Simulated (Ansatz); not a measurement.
`[CH3][InH][PH2]` and `[CH3][InH][SH]` differ in one atom or group.

Ansatz, PBE0-D4/def2-TZVP geometries, multiplicity 1. Each molecule was computed in one conformer, which needn't be the lowest.

Elements past krypton have def2 core potentials.

```
                                          property  `[CH3][InH][PH2]`
                 HOMO energy (PBE/def2-TZVPP) / eV              -5.80
             HOMO energy (ωB97M-V/def2-TZVPP) / eV              -8.80
                LUMO energy (PBE0/def2-TZVPP) / eV              -1.47
                HOMO energy (PBE0/def2-TZVPP) / eV              -6.80
size of the dipole moment (ωB97M-V/def2-TZVPP) / D               1.26
              HOMO–LUMO gap (PBE0/def2-TZVPP) / eV               5.34
```

Task: What does the change do to each property? (Estimate.)

Result: Computed: 
```json
{"property": "HOMO energy (PBE/def2-TZVPP) / eV", "`[CH3][InH][SH]`": "-6.08", "shift": "-0.28"}
{"property": "HOMO energy (ωB97M-V/def2-TZVPP) / eV", "`[CH3][InH][SH]`": "-9.41", "shift": "-0.61"}
{"property": "LUMO energy (PBE0/def2-TZVPP) / eV", "`[CH3][InH][SH]`": "-1.32", "shift": "0.15"}
{"property": "HOMO energy (PBE0/def2-TZVPP) / eV", "`[CH3][InH][SH]`": "-7.23", "shift": "-0.43"}
{"property": "size of the dipole moment (ωB97M-V/def2-TZVPP) / D", "`[CH3][InH][SH]`": "2.38", "shift": "1.12"}
{"property": "HOMO–LUMO gap (PBE0/def2-TZVPP) / eV", "`[CH3][InH][SH]`": "5.91", "shift": "0.57"}
```

With PBE0 the HOMO falls by 0.43 eV and the LUMO rises by 0.15 eV, so the gap widens by about 0.58 eV. PBE moves the HOMO by -0.28 eV and ωB97M-V by -0.61 eV. Dipoles are sizes alone; their direction can turn.
